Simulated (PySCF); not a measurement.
C2H4ClNOSi, SMILES O[Si@@]1(Cl)C=NC1.

Coordinates come from a B3LYP-D3(BJ)/def2-SVP optimisation. The structure was generated by enumeration; whether it is a known compound was not checked. The values are those of a single conformer.

All values below come from SMD-M06-2X/6-31G* in PySCF.

Solvation free energies are E(SMD) − E(gas) at the gas-phase geometry, for 1 M in both phases. In vacuum the dipole moment is 1.83 D.

```json
[
 {"solvent": "water", "ΔG(solv) (kcal/mol)": "-6.8", "its non-electrostatic (CDS) part": "2.6", "dipole (D)": "2.34"},
 {"solvent": "toluene", "ΔG(solv) (kcal/mol)": "___", "its non-electrostatic (CDS) part": "___", "dipole (D)": "___"},
 {"solvent": "cyclohexanone", "ΔG(solv) (kcal/mol)": "-5.9", "its non-electrostatic (CDS) part": "0.1", "dipole (D)": "2.22"}
]
```

### Question
What belongs in the gaps? (Estimate from the structure and the level; the computed values follow.)

### Answer

- toluene, ΔG(solv) (kcal/mol): -4.0
- toluene, its non-electrostatic (CDS) part: -1.0
- toluene, dipole (D): 2.01
